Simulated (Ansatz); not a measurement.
Ga3As4⁺. Charge 1, multiplicity 3. Geometry PBE-D4/def2-SVP, that of the neutral doublet; atoms count from 1.

```tsv
atom	x (Å)	y (Å)	z (Å)
Ga1	0.929	-1.911	1.155
Ga2	-0.802	0.507	1.559
Ga3	0.833	-0.564	-1.522
As4	-1.370	-1.469	-0.217
As5	-1.664	0.748	-1.141
As6	1.778	0.632	0.723
As7	0.297	2.058	-0.557
```

The structure comes from a short search, and lower isomers may exist.

**Question.** Estimate the Mulliken populations from the PBE0/def2-SVP orbitals of Ansatz.

**Answer.** 
| atom | charge (e) | spin (α − β) |
| --- | --- | --- |
| Ga1 | 0.42 | 0.34 |
| Ga2 | 0.28 | 0.36 |
| Ga3 | 0.28 | 0.36 |
| As4 | -0.07 | 0.48 |
| As5 | 0.09 | -0.01 |
| As6 | -0.08 | 0.49 |
| As7 | 0.09 | -0.01 |
Mulliken values depend strongly on the basis.

**Question.** Where does the spin sit?

**Answer.** Summed by element: Ga 1.06, As 0.94, of 2 unpaired in all. Largest on single atoms: As6 0.49, As4 0.48, Ga3 0.36.

**Question.** And the Mayer bond orders between heavy atoms (over 0.3)?

**Answer.** Ga1–As4 0.51 (2.71 Å); Ga1–As6 0.51 (2.72 Å); Ga2–As4 0.47 (2.72 Å); Ga2–As5 0.32 (2.84 Å); Ga2–As6 0.47 (2.72 Å); Ga2–As7 0.32 (2.84 Å); Ga3–As4 0.47 (2.72 Å); Ga3–As5 0.32 (2.85 Å); Ga3–As6 0.47 (2.71 Å); Ga3–As7 0.32 (2.84 Å); As4–As5 1.04 (2.42 Å); As5–As7 1.04 (2.43 Å); As6–As7 1.04 (2.42 Å).
